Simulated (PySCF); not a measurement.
# Ionisation energy of Se+ by level of theory

Se+ [Ar] 3d10 4s2 4p3 (4S) → Se(2+) [Ar] 3d10 4s2 4p2 (3P), as a difference of total energies. All numbers are calculated (PySCF 2.14, scalar relativity by spin-free X2C-1e, in aug-cc-pVQZ-DK (8s7p5d3f2g, 93 functions)). Correlated levels: valence: [Ar] 3d10 frozen. The calculations carry no spin-orbit coupling.

```tsv
method	ionisation energy (eV)	plus first-order spin-orbit estimate	error of that sum (eV)
UHF	20.839	20.541	-0.655
LDA	21.467	21.170	-0.026
PBE	21.299	21.002	-0.194
PBE0	21.394	21.097	-0.099
r2SCAN	21.577	21.279	+0.083
r2SCAN0	21.585	21.288	+0.092
TPSSh	21.393	21.095	-0.101
LC-wPBE	21.445	21.147	-0.049
wB97M-V	21.160	20.863	-0.333
MP2 (valence)	21.383	21.086	-0.110
SCS-MP2 (valence)	21.230	20.932	-0.264
```

Reference: 21.196 ± 0.01 eV (measured; NIST Atomic Spectra Database, ionization energies).

A first-order spin-orbit estimate (lowest level to lowest level, LS coupling) adds -0.298 eV.

Errors of the correlated levels include the incompleteness of this basis and the frozen core.
